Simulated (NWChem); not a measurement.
Everything below was run with NWChem. System: CH₂AlNO, charge 0, spin multiplicity 1, at a geometry optimised with PBE0/def2-SVP. The structure started from a generated list of species. Level: PBE/cc-pVTZ.

Job file:

```
start mol
memory heap 200 mb stack 900 mb global 1100 mb
geometry units angstroms nocenter noautoz
  Al     0.000000     0.000000    -1.725681
  H     -1.399034     0.000000    -2.457641
  H      1.399034     0.000000    -2.457641
  N      0.000000     0.000000     0.056112
  C      0.000000     0.000000     1.257992
  O      0.000000     0.000000     2.426049
  symmetry group C2v
end
basis spherical
  * library cc-pvtz
end
dft
  xc xpbe96 cpbe96
  semidirect memsize 60000000 filesize 0
  iterations 100
end
task dft energy
```

Output (cleaned and shortened):

```
             Northwest Computational Chemistry Package (NWChem) 7.3.0
             --------------------------------------------------------

                                NWChem Input Module
                                -------------------

 Scaling coordinates for geometry "geometry" by  1.889725989
 (inverse scale =  0.529177249)

 Turning off AUTOSYM since
 SYMMETRY directive was detected!

                             Geometry "geometry" -> ""
                             -------------------------

 Output coordinates in angstroms (scale by  1.889725989 to convert to a.u.)

  No.       Tag          Charge          X              Y              Z
 ---- ---------------- ---------- -------------- -------------- --------------
    1 Al                  13.0000     0.00000000     0.00000000    -1.72568100
    2 H                    1.0000    -1.39903400     0.00000000    -2.45764100
    3 H                    1.0000     1.39903400     0.00000000    -2.45764100
    4 N                    7.0000     0.00000000     0.00000000     0.05611200
    5 C                    6.0000     0.00000000     0.00000000     1.25799200
    6 O                    8.0000     0.00000000     0.00000000     2.42604900

 Effective nuclear repulsion energy (a.u.)     121.6023876079

            Nuclear Dipole moment (a.u.)
            ----------------------------
        X                 Y               Z
 ---------------- ---------------- ----------------
     0.0000000000     0.0000000000    -0.0000132281

      Symmetry information
      --------------------

 Group name             C2v
 Group number             16
 Group order               4
 No. of unique centers     5

      Symmetry unique atoms

     1    2    4    5    6


 Summary of "ao basis" -> "" (spherical)
 ------------------------------------------------------------------------------
       Tag                 Description            Shells   Functions and Types
 ---------------- ------------------------------  ------  ---------------------
 *                          cc-pvtz                   on all atoms

  pbe96 is a nonlocal functional; adding pw91lda local functional.

                                 NWChem DFT Module
                                 -----------------

 Summary of "ao basis" -> "ao basis" (spherical)
 ------------------------------------------------------------------------------
       Tag                 Description            Shells   Functions and Types
 ---------------- ------------------------------  ------  ---------------------
 Al                         cc-pvtz                 12       34   5s4p2d1f
 H                          cc-pvtz                  6       14   3s2p1d
 N                          cc-pvtz                 10       30   4s3p2d1f
 C                          cc-pvtz                 10       30   4s3p2d1f
 O                          cc-pvtz                 10       30   4s3p2d1f

 Summary of "ao basis" -> "ao basis" (spherical)
 ------------------------------------------------------------------------------
       Tag                 Description            Shells   Functions and Types
 ---------------- ------------------------------  ------  ---------------------
 Al                         cc-pvtz                 12       34   5s4p2d1f
 H                          cc-pvtz                  6       14   3s2p1d
 N                          cc-pvtz                 10       30   4s3p2d1f
 C                          cc-pvtz                 10       30   4s3p2d1f
 O                          cc-pvtz                 10       30   4s3p2d1f

      Symmetry analysis of basis
      --------------------------

        a1         64
        a2         16
        b1         39
        b2         33

            General Information
            -------------------
          SCF calculation type: DFT
          Wavefunction type:  closed shell.
          No. of atoms     :     6
          No. of electrons :    36
           Alpha electrons :    18
            Beta electrons :    18
          Charge           :     0
          Spin multiplicity:     1
          Use of symmetry is: on ; symmetry adaption is: on
          Maximum number of iterations: 100
          AO basis - number of functions:   152
                     number of shells:    54
          Convergence on energy requested:  1.00D-06
          Convergence on density requested:  1.00D-05
          Convergence on gradient requested:  5.00D-04

              XC Information
              --------------
          PerdewBurkeErnzerhof Exchange Functional  1.000
            Perdew 1991 LDA Correlation Functional  1.000 local
           PerdewBurkeErnz. Correlation Functional  1.000 non-local

             Grid Information
             ----------------
          Grid used for XC integration:  medium
          Radial quadrature: Mura-Knowles
          Angular quadrature: Lebedev.
          Tag              B.-S. Rad. Rad. Pts. Rad. Cut. Ang. Pts.
          ---              ---------- --------- --------- ---------
          Al                  1.25       88          10.0       590
          H                   0.35       45          11.0       434
          N                   0.65       49           9.0       434
          C                   0.70       49          11.0       434
          O                   0.60       49          13.0       434
          Grid pruning is: on
          Number of quadrature shells:   280
          Spatial weights used:  Erf1

          Convergence Information
          -----------------------
          Convergence aids based upon iterative change in
          total energy or number of iterations.
          Levelshifting, if invoked, occurs when the
          HOMO/LUMO gap drops below (HL_TOL):  1.00D-02
          DIIS, if invoked, will attempt to extrapolate
          using up to (NFOCK): 10 stored Fock matrices.

                    Damping( 0%)  Levelshifting(0.5)       DIIS
                  --------------- ------------------- ---------------
          dE  on:    start            ASAP                start
          dE off:    2 iters        100 iters           100 iters

      Screening Tolerance Information
      -------------------------------
          Density screening/tol_rho:  1.00D-10
          AO Gaussian exp screening on grid/accAOfunc:  14
          CD Gaussian exp screening on grid/accCDfunc:  20
          XC Gaussian exp screening on grid/accXCfunc:  20
          Schwarz screening/accCoul:  1.00D-08

      Superposition of Atomic Density Guess
      -------------------------------------

 Sum of atomic energies:        -409.63988817

      Non-variational initial energy
      ------------------------------

 Total energy =    -411.042153
 1-e energy   =    -806.098053
 2-e energy   =     273.453512
 HOMO         =      -0.346742
 LUMO         =      -0.012119

      Symmetry analysis of molecular orbitals - initial
      -------------------------------------------------

  Numbering of irreducible representations:

     1 a1          2 a2          3 b1          4 b2

  Orbital symmetries:

     1 a1          2 a1          3 a1          4 a1          5 a1
     6 a1          7 b1          8 b2          9 a1         10 a1
    11 a1         12 a1         13 b1         14 b2         15 a1
    16 b1         17 b2         18 b1         19 b2         20 a1
    21 a1         22 b1         23 b2         24 a1         25 b1
    26 a1         27 a2         28 b2

------------------------------------------------------------
EAF file 0: "./mol.aoints.0" size=524288 bytes
------------------------------------------------------------
               write      read    awrite     aread      wait
               -----      ----    ------     -----      ----
     calls:        1         0         0         0         0
   data(b): 5.24e+05  0.00e+00  0.00e+00  0.00e+00
   time(s): 0.00e+00  0.00e+00  0.00e+00  0.00e+00  0.00e+00
rate(mb/s): 0.00e+00  0.00e+00
------------------------------------------------------------

   convergence    iter        energy       DeltaE   RMS-Dens  Diis-err    time
 ---------------- ----- ----------------- --------- --------- ---------  ------
 d= 0,ls=0.0,diis     1   -411.3851403973 -5.33D+02  9.37D-03  1.22D+00     9.2
 d= 0,ls=0.0,diis     2   -411.1140174015  2.71D-01  4.47D-03  4.20D+00     9.5
 d= 0,ls=0.0,diis     3   -411.4777926936 -3.64D-01  2.22D-03  2.54D-01     9.8
 d= 0,ls=0.0,diis     4   -411.4667309474  1.11D-02  1.40D-03  3.23D-01    10.2
 d= 0,ls=0.0,diis     5   -411.4996777129 -3.29D-02  2.18D-04  4.50D-03    10.5
  Resetting Diis
 d= 0,ls=0.0,diis     6   -411.5002379332 -5.60D-04  4.21D-05  1.08D-04    10.8
 d= 0,ls=0.0,diis     7   -411.5002472242 -9.29D-06  5.36D-05  2.44D-05    11.2
 d= 0,ls=0.0,diis     8   -411.5002294909  1.77D-05  3.74D-05  1.81D-04    11.5
 d= 0,ls=0.0,diis     9   -411.5002498885 -2.04D-05  7.54D-06  1.00D-05    11.8
 d= 0,ls=0.0,diis    10   -411.5002509707 -1.08D-06  1.10D-06  1.53D-07    12.1
 d= 0,ls=0.0,diis    11   -411.5002509869 -1.62D-08  2.89D-07  2.20D-08    12.5

         Total DFT energy =     -411.500250986851
      One electron energy =     -808.448246863727
           Coulomb energy =      315.320301905274
    Exchange-Corr. energy =      -39.974693636345
 Nuclear repulsion energy =      121.602387607947

 Numeric. integr. density =       36.000001995873

     Total iterative time =      9.8s

                  Occupations of the irreducible representations
                  ----------------------------------------------

                     irrep           alpha         beta
                     --------     --------     --------
                     a1               11.0         11.0
                     a2                0.0          0.0
                     b1                4.0          4.0
                     b2                3.0          3.0

                       DFT Final Molecular Orbital Analysis
                       ------------------------------------

 Vector   16  Occ=2.000000D+00  E=-2.937036D-01  Symmetry=b1
              MO Center= -4.4D-14, -7.2D-16, -1.2D+00, r^2= 4.8D+00
   Bfn.  Coefficient  Atom+Function         Bfn.  Coefficient  Atom+Function
  ----- ------------  ---------------      ----- ------------  ---------------
     9      0.274350  1 Al px                36     -0.188497  2 H  s
    50      0.188497  3 H  s                 70      0.168212  4 N  px
   130     -0.168411  6 O  px               127     -0.142104  6 O  px
    67      0.136792  4 N  px                73      0.132442  4 N  px
   133     -0.125629  6 O  px                37     -0.114867  2 H  s

 Vector   17  Occ=2.000000D+00  E=-2.746532D-01  Symmetry=b2
              MO Center= -2.0D-16, -6.6D-16,  8.8D-01, r^2= 2.3D+00
   Bfn.  Coefficient  Atom+Function         Bfn.  Coefficient  Atom+Function
  ----- ------------  ---------------      ----- ------------  ---------------
    71      0.311185  4 N  py               131     -0.284321  6 O  py
    68      0.252068  4 N  py                74      0.244449  4 N  py
   128     -0.239317  6 O  py               134     -0.224675  6 O  py
    10      0.108730  1 Al py                16      0.063933  1 Al py
   101      0.052611  5 C  py               112     -0.046875  5 C  d -1

 Vector   18  Occ=2.000000D+00  E=-2.562451D-01  Symmetry=b1
              MO Center=  7.9D-15, -8.8D-17, -1.5D-01, r^2= 4.8D+00
   Bfn.  Coefficient  Atom+Function         Bfn.  Coefficient  Atom+Function
  ----- ------------  ---------------      ----- ------------  ---------------
    70      0.270910  4 N  px               130     -0.236145  6 O  px
    67      0.218739  4 N  px                73      0.211675  4 N  px
   127     -0.198519  6 O  px               133     -0.195657  6 O  px
     9     -0.154539  1 Al px                37      0.138216  2 H  s
    51     -0.138216  3 H  s                 36      0.130463  2 H  s

 Vector   19  Occ=0.000000D+00  E=-9.178240D-02  Symmetry=b2
              MO Center=  2.6D-15,  5.2D-15, -1.5D+00, r^2= 4.6D+00
   Bfn.  Coefficient  Atom+Function         Bfn.  Coefficient  Atom+Function
  ----- ------------  ---------------      ----- ------------  ---------------
    16      0.553593  1 Al py                10      0.481738  1 Al py
   101     -0.154357  5 C  py               104     -0.141401  5 C  py
   134      0.138999  6 O  py                98     -0.111892  5 C  py
   131      0.109174  6 O  py               128      0.092548  6 O  py
    71     -0.048916  4 N  py                19     -0.047283  1 Al d -1

 Vector   20  Occ=0.000000D+00  E=-1.722150D-02  Symmetry=a1
              MO Center=  2.1D-14,  2.2D-15, -1.1D+00, r^2= 5.5D+00
   Bfn.  Coefficient  Atom+Function         Bfn.  Coefficient  Atom+Function
  ----- ------------  ---------------      ----- ------------  ---------------
     5      1.089400  1 Al s                 17      0.703374  1 Al pz
   105      0.424192  5 C  pz               126     -0.417405  6 O  s
    66     -0.352306  4 N  s                 75      0.349305  4 N  pz
    37     -0.296519  2 H  s                 51     -0.296519  3 H  s
     3      0.244765  1 Al s                 64     -0.221371  4 N  s

 Vector   21  Occ=0.000000D+00  E= 6.032035D-03  Symmetry=b1
              MO Center= -9.0D-14, -3.4D-16,  5.9D-01, r^2= 3.4D+00
   Bfn.  Coefficient  Atom+Function         Bfn.  Coefficient  Atom+Function
  ----- ------------  ---------------      ----- ------------  ---------------
   100      0.429082  5 C  px               103      0.411556  5 C  px
    15     -0.373541  1 Al px               133     -0.331167  6 O  px
    97      0.290035  5 C  px                37     -0.252479  2 H  s
    51      0.252479  3 H  s                130     -0.234700  6 O  px
    21      0.225053  1 Al d  1             127     -0.195178  6 O  px

 center of mass
 --------------
 x =   0.00000000 y =   0.00000000 z =   0.08439943

 moments of inertia (a.u.)
 ------------------
         734.065609342644           0.000000000000           0.000000000000
           0.000000000000         748.154257795842           0.000000000000
           0.000000000000           0.000000000000          14.088648453198

     Multipole analysis of the density
     ---------------------------------

     L   x y z        total         alpha         beta         nuclear
     -   - - -        -----         -----         ----         -------
     0   0 0 0     -0.000000    -18.000000    -18.000000     36.000000

     1   1 0 0     -0.000000     -0.000000     -0.000000      0.000000
     1   0 1 0     -0.000000     -0.000000     -0.000000      0.000000
     1   0 0 1     -0.736123     -0.368055     -0.368055     -0.000013

     2   2 0 0    -23.820012    -18.899636    -18.899636     13.979261
     2   1 1 0     -0.000000     -0.000000     -0.000000      0.000000
     2   1 0 1      0.000000      0.000000      0.000000      0.000000
     2   0 2 0    -19.606122     -9.803061     -9.803061      0.000000
     2   0 1 1     -0.000000     -0.000000     -0.000000      0.000000
     2   0 0 2    -26.130624   -204.825547   -204.825547    383.520471

 Task  times  cpu:       12.5s     wall:       12.5s

 Total times  cpu:       12.5s     wall:       12.5s
```
